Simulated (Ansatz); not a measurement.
C4H4F2 (SMILES C=C(F)C(=C)F) moved off its minimum; all values from Ansatz (a quantum-chemistry and plane-wave program), cores frozen in correlated methods.
(charge 0, multiplicity 1)
```xyz
10

C      1.9036    -0.0121     0.0793
C      0.6258    -0.0782     0.4102
F      0.2641    -0.4410     1.6980
C     -0.5767     0.0953    -0.4248
C     -1.8600     0.0143    -0.0628
F     -0.2871     0.4471    -1.6729
H      2.6369    -0.1414     0.7085
H      2.1059     0.2208    -0.9025
H     -2.1196    -0.2727     0.9639
H     -2.6157     0.1206    -0.8036
```

Forces at wB97M-V/def2-TZVPP (eV/Å):

```tsv
atom	Fx	Fy	Fz
C1	-4.570	0.513	-1.751
C2	-0.534	-0.800	1.400
F3	0.356	0.458	-1.040
C4	-0.768	0.257	0.750
C5	1.239	-0.663	1.009
F6	0.429	0.065	-0.795
H7	3.618	-0.795	3.377
H8	0.518	0.515	-1.978
H9	0.151	0.225	-0.640
H10	-0.437	0.225	-0.331
```

Problem. Give the forces (eV/Å), the total energy and the dipole at CCSD(T)/aug-cc-pVTZ.

Solution. 
| atom | Fx | Fy | Fz |
|---|---|---|---|
| C1 | -3.820 | 0.525 | -1.923 |
| C2 | -1.289 | -0.769 | 1.454 |
| F3 | 0.325 | 0.408 | -0.879 |
| C4 | 0.000 | 0.223 | 0.689 |
| C5 | 0.482 | -0.666 | 1.195 |
| F6 | 0.448 | 0.122 | -0.967 |
| H7 | 3.692 | -0.804 | 3.440 |
| H8 | 0.526 | 0.538 | -2.058 |
| H9 | 0.136 | 0.197 | -0.564 |
| H10 | -0.500 | 0.226 | -0.386 |
Energy -353.9749 hartree, dipole 0.30 D.

Doubts at one or more of the structures used: a restricted determinant that unrestricted orbitals would lower (CCSD(T)/aug-cc-pVTZ).
